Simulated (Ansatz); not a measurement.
Cost and result for the atomization energy of `[SiH3][CH2][ZnH]` (9 atoms, 8 bonds).

```xyz
9

Si    0.036    1.046   -0.689
C     0.401   -0.693   -0.145
Zn   -0.528   -1.209    1.485
H    -1.423    1.222   -0.942
H     0.754    1.439   -1.936
H     0.423    2.020    0.371
H     1.478   -0.808    0.022
H     0.119   -1.393   -0.939
H    -1.259   -1.626    2.775
```

The species carries charge 0 and has multiplicity 1. For Zn the d shell is correlated and the shells below it are frozen. Scalar relativity is left out up to krypton. The structure was optimised at the PBE0-D4/def2-TZVP level. Program: Ansatz. All runs use 4 threads of an Intel Xeon Platinum 8488C on a shared host. Times are those of one run each, without the atoms' runs, and a repeat can differ threefold. Electronic energies, without spin–orbit coupling; frozen cores. CCSD(T)/CBS adds CCSD(T) − MP2 in def2-TZVPP to the MP2 limit, and its time is that of the two runs behind it. T1 = 0.014. With those shells the extrapolation isn't a true limit. B3LYP takes the VWN-RPA correlation (the form of Gaussian; ORCA's B3LYP/G).

CCSD(T)/CBS is a level of theory with its own doubt, some kJ/mol a heavy atom from the limit and from the frozen cores, so smaller differences don't rank the functionals.

```csv
level,functions,wall time
LDA (SPW92)/def2-TZVPP,221,0.85 s
BLYP-D4/def2-TZVPP,221,1.2 s
PBE-D4/def2-TZVPP (with forces),221,1.6 s
CCSD(T)/def2-SVP,93,1.7 s
r2SCAN-D4/def2-TZVPP (with forces),221,2.7 s
B3LYP-D4/def2-TZVPP (with forces),221,3 s
PBE-QIDH/def2-TZVPP,221,3.3 s
B97M-V/def2-TZVPP,221,4 s
ωB97X-V/def2-TZVPP,221,4.3 s
ωB97M-V/def2-TZVPP (with forces),221,6 s
MP2/def2-QZVPP,407,11 s
CCSD(T)/def2-TZVPP,221,35 s
CCSD(T)/CBS(def2),–,46 s
```

Task: What atomization energy does each give, and how far from CCSD(T)/CBS? (An estimate is asked.)

Result: Computed: 
```json
{"level": "LDA (SPW92)/def2-TZVPP", "atomization (kcal/mol)": "689.8", "difference from CCSD(T)/CBS": "69.8", "per bond": "8.7"}
{"level": "BLYP-D4/def2-TZVPP", "atomization (kcal/mol)": "608.3", "difference from CCSD(T)/CBS": "-11.7", "per bond": "-1.5"}
{"level": "PBE-D4/def2-TZVPP (with forces)", "atomization (kcal/mol)": "616.5", "difference from CCSD(T)/CBS": "-3.5", "per bond": "-0.4"}
{"level": "CCSD(T)/def2-SVP", "atomization (kcal/mol)": "585.9", "difference from CCSD(T)/CBS": "-34.1", "per bond": "-4.3"}
{"level": "r2SCAN-D4/def2-TZVPP (with forces)", "atomization (kcal/mol)": "623.4", "difference from CCSD(T)/CBS": "3.4", "per bond": "0.4"}
{"level": "B3LYP-D4/def2-TZVPP (with forces)", "atomization (kcal/mol)": "616.6", "difference from CCSD(T)/CBS": "-3.4", "per bond": "-0.4"}
{"level": "PBE-QIDH/def2-TZVPP", "atomization (kcal/mol)": "617.1", "difference from CCSD(T)/CBS": "-2.9", "per bond": "-0.4"}
{"level": "B97M-V/def2-TZVPP", "atomization (kcal/mol)": "621.6", "difference from CCSD(T)/CBS": "1.6", "per bond": "0.2"}
{"level": "ωB97X-V/def2-TZVPP", "atomization (kcal/mol)": "625.6", "difference from CCSD(T)/CBS": "5.6", "per bond": "0.7"}
{"level": "ωB97M-V/def2-TZVPP (with forces)", "atomization (kcal/mol)": "621.6", "difference from CCSD(T)/CBS": "1.6", "per bond": "0.2"}
{"level": "MP2/def2-QZVPP", "atomization (kcal/mol)": "615.2", "difference from CCSD(T)/CBS": "-4.8", "per bond": "-0.6"}
{"level": "CCSD(T)/def2-TZVPP", "atomization (kcal/mol)": "607.1", "difference from CCSD(T)/CBS": "-12.9", "per bond": "-1.6"}
{"level": "CCSD(T)/CBS(def2)", "atomization (kcal/mol)": "620.0", "difference from CCSD(T)/CBS": "0.0", "per bond": "0.0"}
```

The D4 term adds +6.3 kcal/mol with B3LYP and +3.3 kcal/mol with PBE0; it sums over pairs of atoms, weighted by their polarisabilities, and B3LYP, whose exchange is more repulsive, gets the larger term. Leaving LDA and LC-ωPBE aside and taking each functional with its dispersion term where it has one, the values, not all of them listed here, spread over 18.7 kcal/mol, from revPBE-D4 to ωB97X-V. LDA lies +77.2 kcal/mol from PBE without D4, its usual overbinding. At CCSD(T), def2-SVP lies −34.0 kcal/mol from the extrapolated value and def2-TZVPP −12.9 kcal/mol: correlation converges slowly with the basis, and small sets miss more of it in the bonded molecule than in its fragments.
